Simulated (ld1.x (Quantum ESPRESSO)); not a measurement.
## Reading a pseudo-wave (caesium (Cs))

Columns: radius, all-electron u(r) and pseudo u(r) of the 6p shell (level -0.74 eV) of caesium in the configuration [Kr] 4d10 5s2 5p6 5d0 6s1 6p0; PBE, scalar-relativistic, PAW scheme, ld1.x (Quantum ESPRESSO) 7.5.

```tsv
r (bohr)	all-electron	pseudo
0.230	-0.0514	-0.0177
0.460	0.0605	-0.0655
0.690	0.0633	-0.1300
0.920	-0.0169	-0.1931
1.150	-0.0917	-0.2381
1.380	-0.1336	-0.2542
1.610	-0.1432	-0.2390
1.840	-0.1287	-0.1981
2.070	-0.0983	-0.1418
2.300	-0.0591	-0.0809
2.530	-0.0157	-0.0236
2.760	0.0286	0.0271
2.990	0.0719	0.0718
3.220	0.1129	0.1129
3.450	0.1511	0.1511
3.680	0.1862	0.1862
3.910	0.2182	0.2182
4.140	0.2470	0.2470
4.370	0.2728	0.2728
4.600	0.2958	0.2958
4.830	0.3160	0.3160
5.060	0.3336	0.3336
5.290	0.3486	0.3486
5.520	0.3609	0.3609
5.750	0.3707	0.3707
5.980	0.3781	0.3781
```

Problem. How many radial nodes do the two functions have?

Solution. The all-electron 6p function has n − l − 1 = 4 (the table is too coarse to show those close to the nucleus); the pseudo-wave has 1, since 1 lower shell of the same l stays in the valence.

Problem. At about which radius was the pseudo-wave matched?

Solution. 3.20 bohr, where the columns begin to agree (steps of 0.23 bohr).

Problem. Is the pseudo-wave norm-conserving?

Solution. No, it belongs to a PAW set: the norm inside the radius is not constrained, and the difference is carried by the augmentation charge.
